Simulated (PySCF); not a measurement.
fluoro(fluorosilyloxy)silane (F2H4OSi2), SMILES F[SiH2]O[SiH2]F. Atoms are numbered in the order given.

```xyz
9

Si    -1.5421     0.3402    -0.3062
F     -1.9170    -0.5924     0.9630
O      0.0000     0.0000    -0.7705
Si     1.5421    -0.3402    -0.3062
F      1.9170     0.5924     0.9630
H     -1.6495     1.7547     0.1249
H     -2.4506    -0.0074    -1.4233
H      2.4506     0.0074    -1.4233
H      1.6495    -1.7547     0.1249
```
Charge 0, spin multiplicity 1.

The structure is a stationary point at PBE0-D3(BJ)/def2-SVP. One conformer was computed; it need not be the lowest.

Level of theory: PySCF with PBE/pcSseg-1.

GIAO shieldings, no solvent; atoms listed in one row are averaged. δ = σ(ref) − σ: ²⁹Si against TMS (σ = 335.4 ppm); ¹⁹F against CFCl3 (σ = 133.6 ppm); ¹⁷O against H2O (σ = 334.3 ppm); ¹H against TMS (σ = 31.49 ppm), references at their B3LYP-D3(BJ)/def2-TZVP geometries, non-relativistic.

### Question
Estimate the chemical shifts. (Estimate from the structure and the level; the computed values follow.)

### Answer

```tsv
nucleus	atoms	count	δ (ppm)
²⁹Si	Si1, Si4	2	-25.8
¹⁹F	F2, F5	2	-184.1
¹⁷O	O3	1	110.4
¹H	H9, H6	2	5.66
¹H	H8, H7	2	5.52
```
